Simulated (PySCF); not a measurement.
SMILES C[Si]([SiH2][Si](F)(F)F)(C)C (C₃H₁₁F₃Si₃) at its GFN2-xTB optimised geometry (Å):

```
20

Si     2.2893    -0.9336     0.0000
F      2.9359    -0.1431     1.2276
F      3.1490    -2.2751     0.0076
F      2.9386    -0.1561    -1.2344
Si     0.0092    -0.9336     0.0000
Si    -0.8302     1.2592     0.0000
C     -0.2274     2.1731     1.5672
C     -0.1814     2.1917    -1.5376
C     -2.7406     1.2644    -0.0287
H     -0.4196    -1.7395     1.1589
H     -0.4198    -1.7413    -1.1575
H     -0.5418     3.2131     1.5741
H      0.8569     2.1601     1.6345
H     -0.6154     1.7100     2.4699
H     -0.4958     3.2318    -1.5414
H     -0.5423     1.7396    -2.4570
H      0.9043     2.1795    -1.5732
H     -3.1228     0.7623    -0.9124
H     -3.1490     0.7540     0.8383
H     -3.1392     2.2751    -0.0299
```

Calculation: CAM-B3LYP/def2-SVP (PySCF 2.14.0). Cells within 0.4 Å of a nucleus heavier than hydrogen are left out (blank, or x).

Map of the deformation density (molecule minus spherical neutral atoms) (e/bohr³) on the plane z = 1.2 Å:

```
|111111111111111111111111111|
|111111111111111111111111111|
|111111111111111111111111111|
|111111111111111111111111111|
|111111111100001111111111111|
|111111111100110011111111111|
|111111111003720001111111111|
|111111100002512200111111111|
|111110000003956300111111111|
|111100000014732100111111111|
|111100100002310001111111111|
|111100110000000001111111111|
|111100000000000001123211111|
|11111000000000000015x411111|
|11111111110000000014x411111|
|111111111111210000022111111|
|111111111112641000000011111|
|111111111112951000000111111|
|111111111111221000001111111|
|111111111111111111111111111|
|111111111111111111111111111|
|111111111111111111111111111|
|111111111111111111111111111|
|111111111111111111111111111|
|111111111111111111111111111|
|111111111111111111111111111|
|111111111111111111111111111|
```
Scale: ten equal steps from -0.010 (start of '0') to 0.060 (end of '9'), in the order '0123456789'; x runs from -5.50 to 5.50, y from -5.50 (bottom) to 5.50 (top).
